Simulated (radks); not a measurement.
Question: The mean radii <r> (bohr) of the occupied orbitals of an atom or ion are listed with their occupations. All-electron calculation, non-relativistic Kohn-Sham, Slater X-alpha with alpha = 0.667, spin-polarised, spherical densities, point nucleus. Program: a radial shooting solver on a logarithmic mesh with Libxc functionals.

orbital  occ.      <r>
1s          2  0.08642
2s          2   0.4181
2p          6   0.3784
3s          2    1.418
3p          6    1.682

Name the element and its charge. Open shells, if any, are filled with parallel spins first.

Answer: Z = 18, argon, charge 0: Ar in [Ar]. The 1s radius gives Z: for a bare nucleus <r> = 1.5/Z, 0.08333 bohr for Z = 18, and screening makes it slightly larger (0.08642 here). The occupations add up to 18, and the charge is Z minus that.
